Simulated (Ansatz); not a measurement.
Geometry optimisation, Ansatz 0.2.0, UKS PBE-D4/def2-SVP.

input.yaml

```yaml
crystal:
  periodic: [false, false, false]
  atoms:
    - { symbol: Si, position_ang: [0.0, 0.0, 0.0] }
    - { symbol: H, position_ang: [0.0, 0.0, 1.71] }
    - { symbol: F, position_ang: [1.4994, 0.0, -0.5295] }
    - { symbol: F, position_ang: [-0.7489, 1.2974, -0.5295] }
    - { symbol: F, position_ang: [-0.7489, -1.2974, -0.5295] }
    - { symbol: H, position_ang: [0.0, 0.0, 2.67] }
magnetization:
  spin_polarized: true
  initial_magnetization: 1
basis:
  gaussian: { orbitals: def2-SVP }
hamiltonian:
  xc: pbe
  dispersion: d4
relax:
  f_tol: 0.15
  max_steps: 25
  restrain:
    - { distance: [1, 5], at: 0.66, k: 30.0 }
    - { distance: [0, 1], at: 2.66, k: 30.0 }
output:
  orbitals: {}
```

Launched with:

```bash
$ ansatz run input.yaml --threads 2 --pin off --max-ram 3072MiB --backend cpu --events-out ev --progress --plain --runs-dir out
```

Question: Where does it end, and by what steps?

Answer: The run converged. The restraints hold the end off the free minimum; the threshold counts their pulls, which the force column leaves out. Restrained pairs: H2–H6 (0.96 → 0.72 Å), Si1–H2 (1.71 → 2.66 Å). After 6 steps the energy has fallen by 0.269 eV (the restraints' own energy left out); H2 moved furthest, 0.70 Å.

```json
{"step": "0", "energy less start (eV)": "0.0000", "largest force component (eV/Å)": "1.294", "accepted": "yes"}
{"step": "1", "energy less start (eV)": "0.1262", "largest force component (eV/Å)": "2.715", "accepted": "yes"}
{"step": "2", "energy less start (eV)": "0.5942", "largest force component (eV/Å)": "5.762", "accepted": "yes"}
{"step": "3", "energy less start (eV)": "0.0781", "largest force component (eV/Å)": "2.815", "accepted": "yes"}
{"step": "4", "energy less start (eV)": "-0.2118", "largest force component (eV/Å)": "2.128", "accepted": "yes"}
{"step": "5", "energy less start (eV)": "-0.2687", "largest force component (eV/Å)": "1.914", "accepted": "yes"}
{"step": "6", "energy less start (eV)": "-0.2691", "largest force component (eV/Å)": "1.928", "accepted": "yes"}
```

```xyz
6
Properties=species:S:1:pos:R:3
Si -0.001 -0.001 -0.250
H -0.001 0.000 2.413
F 1.518 0.000 -0.833
F -0.758 1.314 -0.835
F -0.759 -1.315 -0.840
H 0.002 0.002 3.137
```

Run time: 5.6 s on 2 threads of Intel(R) Xeon(R) Platinum 8559C (Emerald Rapids), on a shared host, peak memory 0.15 GiB.
